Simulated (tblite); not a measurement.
C6H14O3, triplet, at the geometry of the source list (a higher spin typed on purpose: for a closed-shell molecule this is an excited state); GFN1-xTB run with tblite.

Input for tblite:
```
$ tblite run mol.xyz --method gfn1 --charge 0 --spin 2 --grad --json tblite.json --no-restart

# file mol.xyz
23

C     -4.34860000     0.20570000    -0.28640000
O     -3.33500000     0.98350000     0.30130000
C     -2.03970000     0.74410000    -0.19220000
C     -1.39430000    -0.52630000     0.39980000
O     -0.10350000    -0.77260000    -0.10560000
C      0.91840000     0.00900000     0.46900000
C      2.24540000    -0.43400000    -0.13880000
O      3.27350000     0.33790000     0.42930000
C      4.54470000     0.01450000    -0.07090000
H     -5.28380000     0.54890000     0.15120000
H     -4.22770000    -0.86310000    -0.07880000
H     -4.38060000     0.35320000    -1.37380000
H     -2.04130000     0.66600000    -1.28890000
H     -1.45500000     1.62160000     0.09510000
H     -1.98190000    -1.40430000     0.11930000
H     -1.38260000    -0.44560000     1.49580000
H      0.94990000    -0.13270000     1.55930000
H      0.77700000     1.07910000     0.26940000
H      2.20780000    -0.29660000    -1.23020000
H      2.40110000    -1.50510000     0.06040000
H      4.60340000     0.18450000    -1.15370000
H      5.25250000     0.66540000     0.43700000
H      4.80020000    -1.03330000     0.13260000
```

Task: Predict the main parts of the log of this tblite run.

Result: 
```
xTB calculator
 | screened Coulomb repulsion
 | Coulomb electrostatics
 |  * isotropic Klopman-Ohno-Mataga-Nishimoto electrostatics
 |  * onsite third-order electrostatics
 | DFT-D3(BJ) dispersion correction

halogen bonding energy    0.0000000000000E+00 Eh
repulsion energy          2.9519078503534E-01 Eh
dispersion energy        -7.7771763016023E-03 Eh
number of electrons       5.6000000000000E+01 e
integral cutoff           1.9731147476801E+01 bohr

------------------------------------------------------------
  cycle        total energy    energy error   density error
------------------------------------------------------------
      1     -33.71558140564  -3.4002995E+01   5.2800539E-01
      2     -33.89778304137  -1.8220164E-01   3.1755976E-01
      3     -33.74458272475   1.5320032E-01   1.6803786E-01
      4     -33.75985807444  -1.5275350E-02   1.0898969E-01
      5     -33.83800874909  -7.8150675E-02   8.4708979E-02
      6     -34.01299819084  -1.7498944E-01   5.5925500E-02
      7     -33.94552551069   6.7472680E-02   4.5713981E-02
      8     -33.84966641130   9.5859099E-02   7.2638436E-02
      9     -34.01818491578  -1.6851850E-01   3.6814993E-02
     10     -34.02038367336  -2.1987576E-03   2.7327251E-02
     11     -34.02132565467  -9.4198131E-04   3.0882741E-02
     12     -34.02908493124  -7.7592766E-03   1.1290669E-02
     13     -34.03040583915  -1.3209079E-03   6.1127438E-03
     14     -34.02346663857   6.9392006E-03   1.5971293E-02
     15     -34.03093261546  -7.4659769E-03   7.8104754E-03
     16     -34.03143420111  -5.0158565E-04   3.1444378E-03
     17     -34.03161874427  -1.8454317E-04   1.1847895E-03
     18     -34.03151312974   1.0561453E-04   1.9334687E-03
     19     -34.03167210179  -1.5897204E-04   4.6992446E-04
     20     -34.03167640172  -4.2999302E-06   2.6249167E-04
     21     -34.03167704475  -6.4303091E-07   9.2614040E-05
     22     -34.03167701626   2.8483534E-08   6.1126262E-05
     23     -34.03167711561  -9.9351560E-08   2.2723739E-05
     24     -34.03167713211  -1.6497047E-08   4.9211663E-06
------------------------------------------------------------

electronic energy        -3.4319090740846E+01 Eh
total energy             -3.4031677132112E+01 Eh

Post processing:
 | Mayer-Wiberg bond orders

[Info] Tight-binding results written to 'tblite.txt'
[Info] JSON dump of results written to 'tblite.json'
```
